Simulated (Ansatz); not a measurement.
`BCCCO` + `N[SiH](O)F` → `BN[SiH](O)F` + `CCCO`  (ligand exchange at a B–C bond)

Gas-phase electronic energies from Ansatz, PBE0-D4/def2-TZVP geometries. CCSD(T)/CBS adds triple-zeta CCSD(T) − MP2 to the extrapolated MP2 energy (def2 sets, frozen cores). This one scheme is used for every species. Functionals use def2-TZVPP. One conformer a species, not always the lowest.

`BCCCO`:

```xyz
14

B     2.222    0.408    0.246
C     0.684    0.549    0.129
C    -0.167   -0.710    0.230
C    -1.648   -0.465    0.008
O    -1.943    0.039   -1.279
H     2.761   -0.649    0.067
H     2.902    1.371    0.453
H     0.299    1.353    0.770
H     0.608    0.967   -0.897
H    -0.043   -1.161    1.221
H     0.185   -1.450   -0.496
H    -2.035    0.210    0.786
H    -2.199   -1.404    0.092
H    -1.624    0.943   -1.331
```

`N[SiH](O)F`:

```xyz
8

N    -0.601   -0.631    0.805
Si    0.226    0.536   -0.113
O     1.043   -0.166   -1.334
F    -0.922    1.517   -0.629
H    -1.436   -0.386    1.311
H    -0.118   -1.405    1.231
H     1.229    1.373    0.569
H     0.579   -0.838   -1.839
```

`BN[SiH](O)F`:

```xyz
10

B    -0.342    1.365    1.242
N     0.375    0.677    0.252
Si   -0.069   -0.843   -0.412
O     0.429   -0.820   -1.963
F     0.674   -2.046    0.328
H    -1.358    0.883    1.654
H     0.064    2.411    1.654
H     1.227    1.098   -0.092
H    -1.512   -1.073   -0.231
H     0.514   -1.652   -2.432
```

`CCCO`:

Cartesian coordinates in Å:
```
C -0.305 0.762 1.285
C 0.007 -0.417 0.379
C 0.293 0.013 -1.047
O 0.640 -1.061 -1.895
H -1.177 1.318 0.928
H -0.516 0.436 2.305
H 0.536 1.460 1.327
H -0.838 -1.117 0.378
H 0.871 -0.972 0.755
H -0.568 0.569 -1.448
H 1.149 0.694 -1.066
H -0.090 -1.686 -1.901
```

Is it downhill or uphill in electronic energy at CCSD(T)/CBS, and by how much? (An estimate is asked.)

The calculation gave: Downhill: ΔE = -32.5 kcal/mol.

What do these levels give: CAM-B3LYP-D4, revPBE, LC-ωPBE, SCS-MP2/def2-TZVPP, CCSD(T)/def2-TZVPP, HF/def2-QZVPP? (An estimate is asked.)

The calculation gave: CAM-B3LYP-D4 -33.4, revPBE -32.4, LC-ωPBE -32.1, SCS-MP2/def2-TZVPP -33.4, CCSD(T)/def2-TZVPP -33.1, HF/def2-QZVPP -33.3 kcal/mol.

Largest T1 diagnostic among the species: 0.012.

At CCSD(T), def2-SVP lies −4.9 kcal/mol from the extrapolated value and def2-TZVPP −0.6 kcal/mol. Leaving LDA and LC-ωPBE aside and taking each functional with its dispersion term where it has one, the values, not all of them listed here, spread over 1.4 kcal/mol, from B2PLYP to revPBE-D4.
